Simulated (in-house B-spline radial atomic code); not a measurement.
The numbers below are computed, except where a source is named.
# Building a PAW f channel for Ta, r_c = 1.11 bohr

Ta, [Xe] 4f14 5d3 6s2, non-relativistic PBE (a model for so heavy an element), spherical and spin-unpolarised, from a B-spline radial code for spherical atoms (atomic units; all potentials screened as in the neutral atom).

Two all-electron partial waves φ1, φ2 are integrated outwards at E1 = ε(4f) = -1.189456 and E2 = E1 + 0.5 hartree; φ1 is the bound orbital and φ2 has unit norm inside r_c = 1.1085 bohr. Smooth partners are polynomials, r^4(a0 + a1 r² + a2 r⁴ + a3 r⁶), matched to φ and three derivatives at r_c, with no condition on the norm. The local potential is -35.347 + (69.7703) r² + (-58.3371) r⁴ + (18.038) r⁶ inside 0.9075 bohr and the all-electron one outside.

```csv
wave,φ(r_c),φ'(r_c),a0,a1,a2,a3
1,0.516801,-0.9135018,6.287422,-11.28228,7.226448,-1.613151
2,0.1338711,-2.074229,6.27923,-11.95495,7.779862,-1.750316
```

Inside r_c the overlaps are <φi φj> = [[0.92538, 0.94967], [0.94967, 1.00000]] and, for the smooth waves, [[0.19834, 0.14823], [0.14823, 0.11693]]. With χj = (Ej − T − V_local) applied to smooth wave j, the program's quadrature gives the matrix B_ij = <smooth i, χj> as [[-0.94898, -1.13036], [-0.72964, -0.87849]].

Check the match of the first wave, and find the augmentation charges q_ij.

At r_c the four terms are 9.49326, -20.93202, 16.47443, -4.51889, which sum to 0.5168, φ1(r_c) to rounding. q_ij is the all-electron overlap less the smooth one: [[0.72704, 0.80144], [0.80144, 0.88307]]. The smooth first wave has a norm of 0.1983 inside r_c against 0.9254, and q11 > 0 puts back the missing charge.

B isn't symmetric. Show that D_ij = B_ij + Ej q_ij is.

Integrating by parts gives B12 − B21 = (E1 − E2) q12: -1.13036 − (-0.72964) = -0.40072, and −0.5 × (0.80144) = -0.40072. So D12 = -1.13036 + (-0.689456)(0.80144) = -1.68292 and D21 = -0.72964 + (-1.189456)(0.80144) = -1.68292; D11 = -1.81376, D22 = -1.48733. The projectors, p = (B⁻¹)ᵀ χ, are dual to the smooth waves; det B = 0.0089, small beside B11 B22, as the two smooth waves look alike inside r_c.

Solving (T + V_local + Σ p D p) ψ = E (1 + Σ p q p) ψ in a sphere of 9 bohr gives these levels:

| all-electron | one projector | two projectors |
| --- | --- | --- |
| -1.189460 | -1.189450 | -1.189450 |
| 0.192707 | 0.193159 | 0.192707 |
| 0.466114 | 0.470905 | 0.466122 |
| 0.856470 | 0.876209 | 0.856535 |
| 1.364170 | 1.413680 | 1.364480 |

What does the second projector gain?

With one projector the errors are +0.01, +0.45, +4.79, +19.74, +49.51 millihartree. With two the errors are +0.01, 0.00, +0.01, +0.07, +0.31 millihartree. The scattering is exact at E1 and at E2 = -0.689, and over all levels compared the largest error is 0.31 millihartree. The lowest eigenvalue of the overlap operator is 1 with one and 0.9756 with two projectors. The smooth orbital alone needs a cutoff of 93 hartree for 1 millihartree of kinetic energy, against 163 for a norm-conserving Troullier-Martins orbital of the same radius; part of the gain comes from giving up the norm, part from the simpler form.
